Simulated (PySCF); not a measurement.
Species: Br2Cl2Si.
Numbering: `[Cl:1][Si:2]([Cl:3])([Br:4])[Br:5]`

A linear-response calculation (PySCF, def2-SVPD basis, gas phase, vertical, core orbitals frozen in the response) gave these numbers; the functional is withheld.

Orbital energies (eV): HOMO-3 -9.41, HOMO-2 -8.94, HOMO-1 -8.76, HOMO -8.62, LUMO -1.84, LUMO+1 -0.28, LUMO+2 -0.20.

| state | E (eV) | f | main configurations (H = HOMO, L = LUMO) |
| --- | --- | --- | --- |
| S1 | 5.76 | 0.0063 | H→L (99%) |
| S2 | 5.88 | 0.0000 | H-1→L (99%) |
| S3 | 6.08 | 0.0081 | H-2→L (99%) |
| S4 | 6.56 | 0.025 | H-3→L (96%) |
| S5 | 6.93 | 0.024 | H-5→L (98%) |
| S6 | 7.03 | 0.062 | H-4→L (91%) |

Triplets (Tamm–Dancoff): T1 5.39 eV, H→L (96%); T2 5.54 eV, H-1→L (96%); T3 5.71 eV, H-2→L (94%); T4 6.10 eV, H-3→L (91%).

Vertical ionisation energy by ΔSCF with the same functional: 10.74 eV. Mean static polarisability: 93.8 au.

**Question.** Name the functional.
A. PBE
B. B3LYP
C. HF
D. CAM-B3LYP

**Answer.** B. B3LYP is a global hybrid with 20% exact exchange. In this run −ε(HOMO) = 8.62 eV differs from the ΔSCF value by -2.13 eV, and S1 differs from the orbital gap of 6.78 eV by -1.02 eV. The ratio −ε(HOMO)/IP is 0.80. Usual ranges for neutral molecules in this basis: 0.67 to 0.83 with B3LYP, 0.5 to 0.7 with PBE, 0.85 to 0.93 with CAM-B3LYP; with Hartree–Fock the ratio is 1 or more (Koopmans' value less the relaxation energy is the ΔSCF value).

Method used: TDDFT B3LYP/def2-SVPD, vertical, gas phase, core orbitals frozen in the response (PySCF 2.14.0, density-fitted response routines). Geometry: PBE0-D3(BJ)/def2-SVP; no solvent, vibrations or thermal averaging. The B3LYP/def2-SVPD calculation is non-relativistic and has no spin–orbit coupling, an omission that weighs most on bromine.
